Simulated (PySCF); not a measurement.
Ni⁺ (nickel, charge +1) across methods

[Ar] 3d8 4s1, high-spin 4F determinant (an excited configuration). All numbers are calculated (PySCF 2.14, the spin-free X2C one-electron Hamiltonian (Gaussian nucleus), in x2c-TZVPPall). The B2PLYP total includes its PT2 part (frozen core); its orbital energies are those of the SCF part.

| method | E (hartree) | mean ε 3d α (eV) | mean ε 3d β (eV) | mean ε 4s α (eV) | Σ⟨r²⟩ (bohr²) | ⟨S²⟩ |
| --- | --- | --- | --- | --- | --- | --- |
| PBE | -1519.988 | -18.896 | -17.057 | -13.858 | 23.79 | 3.750 |
| LDA | -1517.441 | -19.210 | -17.207 | -14.114 | 23.69 | 3.750 |
| HSE06 | -1520.015 | -21.078 | -19.093 | -14.260 | 23.64 | 3.750 |
| UHF | -1518.82718 | -28.710 | -26.075 | -16.220 | 23.75 | 3.752 |
| B2PLYP | -1519.943 | -24.154 | -22.002 | -15.200 | 23.65 | 3.751 |
| BP86 | -1520.474 | -19.008 | -17.259 | -14.039 | 23.68 | 3.750 |
| PBE0 | -1520.000 | -21.508 | -19.501 | -14.571 | 23.65 | 3.750 |
| r2SCAN | -1520.213 | -19.183 | -17.369 | -14.187 | 23.56 | 3.751 |

Estimate the same row for MN15.

E (hartree) = -1521.089; mean ε 3d α (eV) = -22.680; mean ε 3d β (eV) = -20.556; mean ε 4s α (eV) = -15.029; Σ⟨r²⟩ (bohr²) = 23.93; ⟨S²⟩ = 3.751.
